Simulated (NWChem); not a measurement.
Species: silene (CH4Si); SMILES C=[SiH2]

```xyz
6

C      0.0000     0.0000     1.1520
Si     0.0000     0.0000    -0.5466
H      0.0000     0.9176     1.7287
H      0.0000    -0.9176     1.7287
H      0.0000    -1.2448    -1.3446
H      0.0000     1.2448    -1.3446
```
Atoms are numbered in this order, from 1.

Structure relaxed at the PBE0-D3(BJ)/def2-TZVP level. B3LYP is NWChem's, with the RPA form of VWN correlation.

 Unshifted, non-relativistic core excitations; the lowest 4 roots alone, so stronger bands may lie above.

Task: List the first Si K-edge excitations from B3LYP/def2-TZVP, restricted-window TDA (NWChem).

Result: 
```csv
state,energy (eV),dipole oscillator strength,leading excitation (squared amplitude)
S1,1795.5,0.0041,1s of atom 2 or its equivalents → LUMO (0.99)
S2,1797.7,0.0005,1s of atom 2 or its equivalents → LUMO+1 (0.85)
S3,1798.2,0.0007,1s of atom 2 or its equivalents → LUMO+2 (0.84)
S4,1799.0,0.0033,1s of atom 2 or its equivalents → LUMO+3 (0.98)
```
